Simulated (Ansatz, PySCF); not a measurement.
H₂O₃Si, SMILES O=[Si](O)O. Atoms are numbered in the order given.

```xyz
6

Si     0.0000     0.0000    -0.1275
O      0.0000     0.0000    -1.6555
O      0.0000     1.2842     0.8839
O      0.0000    -1.2842     0.8839
H      0.0000     2.1444     0.4433
H      0.0000    -2.1444     0.4433
```

Coordinates come from a B3LYP-D3(BJ)/def2-SVP optimisation. Other conformers were not sampled.

Vertical ionisation energy (IE) and electron affinity (EA) in eV. Rows of orbital energies are one-electron estimates. Where ΔSCF, EOM or ADC give a negative EA the extra electron is unbound and the value depends on the basis.

| level | IE | EA |
|---|---|---|
| −ε(HOMO), −ε(LUMO), ωB97X/def2-TZVPD (PySCF) | 10.99 | -0.39 |
| −ε(HOMO), −ε(LUMO), PBE/def2-TZVPD (PySCF) | 6.91 | 2.35 |
| ADC(2)/aug-cc-pVDZ (PySCF) | 9.45 | -0.09 |
| ΔSCF, CAM-B3LYP/def2-SVPD (Ansatz), final states of multiplicity 2 and 2 | 11.17 | -0.10 |
| ΔSCF, PBE/def2-SVPD (Ansatz), final states of multiplicity 2 and 2 | 10.98 | 0.05 |

Problem. What vertical singlet–triplet gap does ΔSCF give with CAM-B3LYP/def2-SVPD (Ansatz, a quantum-chemistry and plane-wave program) and with PBE/def2-SVPD (Ansatz)? (Estimate from the structure and the level; the computed values follow.)

Solution. 5.33 and 5.09 eV (triplet above singlet where positive).

Problem. Beyond the first one, list the lowest photoelectron lines from ADC(2)/aug-cc-pVDZ (PySCF 2.14.0) with their pole strengths (two spins summed). (Estimate from the structure and the level; the computed values follow.)

Solution. 10.00 eV (1.70), 11.13 eV (1.68), 12.38 eV (1.74), 13.64 eV (1.75), 13.82 eV (1.73).
